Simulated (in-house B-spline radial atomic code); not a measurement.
Ga²⁺: [Ar] 3d10 4s1

Level of theory: non-relativistic OLYP, spin-polarised, spherical fractional occupations, point nucleus; calculated with a radial B-spline atomic code at the basis-set limit.

Screening seen three ways: the hydrogenic charge with the same mean radius, Z_r = [3n² - l(l+1)]/(2<r>), the one with the same energy, Z_e = n√(-2ε), and Slater's rules. Values are occupation-weighted means over spin.

| shell | electrons | ε (eV) | <r> (bohr) | Z_r | Z_e | Slater |
| --- | --- | --- | --- | --- | --- | --- |
| 1s | 2 | -10111 | 0.04943 | 30.34 | 27.26 | 30.70 |
| 2s | 2 | -1253.4 | 0.2215 | 27.09 | 19.20 | 26.85 |
| 2p | 6 | -1113 | 0.1922 | 26.02 | 18.09 | 26.85 |
| 3s | 2 | -163.82 | 0.6623 | 20.38 | 10.41 | 19.75 |
| 3p | 6 | -118.22 | 0.683 | 18.30 | 8.84 | 19.75 |
| 3d | 10 | -40.037 | 0.7896 | 13.30 | 5.15 | 9.85 |
| 4s | 1 | -25.885 | 2.105 | 11.40 | 5.52 | 5.70 |

The least bound orbital is 4s up at -25.89 eV, and it is also the most diffuse (<r> = 2.105 bohr).
